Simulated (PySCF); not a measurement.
Ga(H)(Me)(OMe) (C2H7GaO), SMILES [O]([GaH][CH3])C.

The structure is a stationary point at r2SCAN-D4/def2-SVP. The structure was generated by enumeration; whether it is a known compound was not checked. Other conformers were not sampled.

Two levels are set side by side: PBE/def2-TZVP (PySCF) and PBE0/def2-TZVP (PySCF). Same geometry, gas phase. Differences are taken from unrounded values.

```json
[
 {"quantity": "orbital gap (eV)", "PBE": "4.65"},
 {"quantity": "highest occupied level (eV)", "PBE": "-6.18"},
 {"quantity": "lowest empty level (eV)", "PBE": "-1.52"},
 {"quantity": "dipole moment (D)", "PBE": "0.87"},
 {"quantity": "mean polarisability (bohr³)", "PBE": "60.6"}
]
```

Problem. These are the PBE values. What does PBE0 give? (An estimate is asked for; the answer gives what the named calculation found.)

Solution. 
| quantity | PBE0 | PBE minus PBE0 |
|---|---|---|
| orbital gap (eV) | 6.88 | -2.23 |
| highest occupied level (eV) | -7.62 | 1.44 |
| lowest empty level (eV) | -0.74 | -0.79 |
| dipole moment (D) | 1.04 | -0.17 |
| mean polarisability (bohr³) | 57.5 | 3.1 |

Without exact exchange PBE keeps part of each electron's self-repulsion, which lifts occupied levels and narrows the gap. PBE's more diffuse valence density responds more strongly to a field. Differences between two approximate levels are no errors against the true value.

Rough cost on one machine, each run with all the roots and properties that it gave: PBE0 against PBE within a factor of 2.
